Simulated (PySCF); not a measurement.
**C₆ coefficients of unlike pairs at PBE0**

Calculated with PySCF 2.14 from the dipole response of each species, C₆(A,B) = (3/π) ∫ α_A(iu) α_B(iu) du, in atomic units, from isotropic polarisabilities. For ions this is the dispersion term alone; charge-induced terms of lower order in 1/R come first.

```tsv
species	configuration	basis	relativity	α (bohr³)	C₆ (like pair)
O³⁺	[He] 2s2 2p1 (2P)	aug-cc-pVDZ (4s3p2d)	none	1.361	1.246
Sn³⁺	[Kr] 4d10 5s1 (2S)	aug-cc-pVQZ-PP with one added diffuse shell each of s, p, d, f, g type with ECP28MDF (8s8p6d4f3g)	core potential	9.183	33.44
N	[He] 2s2 2p3 (4S)	dyall-av3z (15s9p3d2f)	none	7.631	25.86
Si²⁺	[Ne] 3s2 (1S)	def2-TZVPPD (6s5p4d1f)	none	11.93	41.41
```

Q: Estimate C₆ for N with Sn³⁺.

A: The integral gives 29.24. The combination rule 2 C_A C_B / (C_A α_B/α_A + C_B α_A/α_B) gives 29.36 and the geometric mean 29.41.

No spin-orbit coupling is included.

The other pairs:

```tsv
pair	C₆
Si²⁺, Sn³⁺	36.10
Si²⁺, N	31.88
Sn³⁺, O³⁺	6.347
N, O³⁺	5.565
Si²⁺, O³⁺	6.581
```
